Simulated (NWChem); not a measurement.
Molecule: Si$_{2}$H$_{5}$O$_{2}$F; SMILES O[SiH2][Si@@H](O)F

```xyz
10

O      0.8953    -2.1543     0.3176
Si    -0.6235    -1.4252     0.1987
Si    -0.0810     0.7657    -0.4667
O     -0.7354     1.8735     0.5985
F      1.5731     0.7106    -0.2924
H      1.6046    -1.4833     0.2801
H     -1.3674    -1.4184     1.5087
H     -1.4629    -2.1567    -0.8123
H     -0.3061     1.1989    -1.8919
H     -0.6351     2.8122     0.3592
```
Atoms are numbered in this order, from 1.

Results from NWChem. Structure relaxed at the PBE-D3(BJ)/def2-SVP level. Atomic charges in e: unrestrained fits to the electrostatic potential beside Mulliken populations; buried atoms are poorly determined by the fit.

Problem. What does the run give for B3LYP/def2-SVP? Quantities: ESP O1; Mulliken O1; ESP Si2; Mulliken Si2; ESP Si3; Mulliken Si3; ESP O4; Mulliken O4; ESP F5; Mulliken F5; relative RMS misfit of the potential (%).

Solution. The ESP O1 comes out as -0.57. The Mulliken O1 is -0.41 and the ESP Si2 comes out as 0.53. The Mulliken Si2 is 0.44, the ESP Si3 is 0.64 and the Mulliken Si3 is 0.67. The ESP O4 is -0.67 and the Mulliken O4 comes out as -0.40. The ESP F5 comes out as -0.30 and the Mulliken F5 is -0.37. The relative RMS misfit of the potential (%) comes out as 28.
